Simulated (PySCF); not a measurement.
# One molecule, several mistakes: AlB2CH4 cation

All numbers below are calculated, not measured. The program is PySCF 2.14.0, an open-source quantum chemistry code, run on an isolated molecule that a program drew, which may never have been made. The molecule is AlB2CH4 cation (charge +1, singlet), drawn as the SMILES string `B=C[B+][AlH2]`.

Each row is a Hartree-Fock (HF) and frozen-core CCSD(T) single point in the cc-pV(D+d)Z basis, meant for a local HF minimum. Run 1 is clean. Each other run has one planted mistake out of seven kinds, and not every kind appears here: one electron removed, one electron added, multiplicity raised by two, geometry at a saddle point, minimal basis STO-3G, one bond length entered in bohr, all coordinates scaled. The reference is restricted for singlets and unrestricted otherwise, and also for a bond in bohr. Adding or removing an electron swaps singlet and doublet. Electrons count all cores. HOMO and LUMO are orbital energies over both spins, the gradient is its largest component, and the lowest frequency (negative if imaginary) is given only where the gradient is small. Bond lengths are over the 7 bonds as drawn. T1 is the CCSD diagnostic: over 0.02 (restricted) or 0.045 (unrestricted) a single reference is doubtful.

Geometry of the clean run:
```xyz
8
AlB2CH4 cation, angstrom
B     0.2507   -1.8034   -0.4841
C    -0.3163   -0.5873   -0.9321
B     0.4210    0.6456   -1.0144
Al    1.5489    2.5403   -1.1427
H     0.7358   -2.8030   -0.1105
H    -1.3688   -0.5842   -1.2312
H     0.6997    3.7349   -1.6702
H     3.0319    2.3936   -0.6838
```

```
run,electrons,basis functions,<S^2>,HOMO (eV),LUMO (eV),gradient (hartree/bohr),lowest frequency (cm^-1),mean bond (Å),longest bond (Å),T1,HF (hartree),CCSD(T) (hartree),mistake
1,32,85,0.000,-15.73,-4.46,1.8e-05,104,1.4922,2.209,0.0160,-331.16165,-331.53383,no fault
2,32,85,0.878,-12.91,-4.61,8.3e-03,-,1.6904,2.947,0.0494,-331.06421,-331.42357,one bond length entered in bohr
3,32,28,0.000,-14.19,-0.82,4.0e-02,-,1.4922,2.209,0.0165,-327.20772,-327.41205,minimal basis STO-3G
4,31,85,0.755,-20.10,-13.20,6.9e-02,-,1.4922,2.209,0.0172,-330.63568,-330.95677,one electron removed
5,32,85,2.016,-12.33,-6.44,8.1e-02,-,1.4922,2.209,0.0156,-331.05472,-331.39409,multiplicity raised by two
6,32,85,0.000,-15.91,-4.48,1.0e-02,-,1.4728,2.180,0.0157,-331.16041,-331.53128,?
```

**Which mistake was planted in run 6, and what did it cost?**

The mean and the longest bond both change by the same factor, 0.987, and the gradient is no longer small. So the mistake is: all coordinates scaled. Subtracting run 1 and multiplying by 627.51 kcal/mol a hartree, the energy moved by 0.8 kcal/mol in HF and 1.6 kcal/mol in CCSD(T).

Cautions from the logs. Run 2: T1 is over the limit, so its CCSD(T) energy is less reliable.
